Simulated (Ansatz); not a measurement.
## Which is lower?

The two ends of one reaction step of SnH$_{6}$S, singlet (PBE0-D4/def2-TZVP).

A:

```xyz
8
angstrom
Sn -1.0391 -0.6637 0.1040
S 1.0987 -0.6597 1.2099
H -0.9161 -1.8900 -1.0680
H -2.2610 -1.0094 1.2424
H -1.3093 0.8607 -0.6099
H 1.8410 1.2837 -1.1504
H 1.8074 1.7219 -1.7555
H 0.7784 0.3566 2.0276
```

B:

```
8
angstrom
Sn -1.1857 0.0596 -0.8303
S 1.9167 -0.7219 1.3250
H -0.6372 -1.4820 -1.2962
H -1.6206 0.0646 0.8166
H -2.5608 0.4654 -1.7615
H 2.6004 0.2121 0.6471
H 0.0233 1.2268 -1.1141
H 1.4639 0.1754 2.2136
```

Ansatz 0.2.0; basis: def2-TZVPP; cores frozen in the correlated methods. Filled d shells of the heavier atoms are correlated. Core potentials replace the inner electrons of the atoms past krypton. The def2 sets are not built for correlating such inner shells, so the correlated values are less sure here. B3LYP uses VWN-RPA correlation.

Problem. Which structure is lower at CCSD(T), and by how much? (Judge from chemistry; the value comes from the calculation.)

Solution. Computed: A, by 29.1 kJ/mol (electronic energy, against the other). By their contacts, A is a complex of SnH₄S ([SH][SnH3]) + H₂ and B is a complex of SnH₄ + H₂S.

All methods give the same order:

| method | E(B) − E(A) (kJ/mol) |
| --- | --- |
| SPW92 | 25.8 |
| PBE-D4 | 36.8 |
| BLYP-D4 | 36.8 |
| r2SCAN-D4 | 36.7 |
| B97M-V | 25.1 |
| PBE0-D4 | 33.9 |
| B3LYP-D4 | 33.6 |
| r2SCAN0-D4 | 34.1 |
| BHLYP-D4 | 30.8 |
| CAM-B3LYP-D4 | 26.5 |
| wB97X-V | 29.9 |
| wB97M-V | 30.4 |
| B2PLYP | 33.4 |
| PBE-QIDH | 34.1 |
| RPA on PBE | 25.6 |
| HF | 22.9 |
| MP2 | 38.7 |
| CCSD | 25.6 |
| CCSD(T) | 29.1 |

No T1 diagnostic of these runs exceeds 0.013.

Labels in which every atom is bracketed show which atoms are joined, not bond orders.

For scale, one of the runs: CCSD(T)/def2-TZVPP, 176 basis functions, launched by `ansatz run in.yaml --threads 2 --pin off --events-out ev --progress --plain --max-ram 4352MiB`. The run took 31 s on 2 CPU threads (shared host), with 1.7 GiB of host memory at its peak.
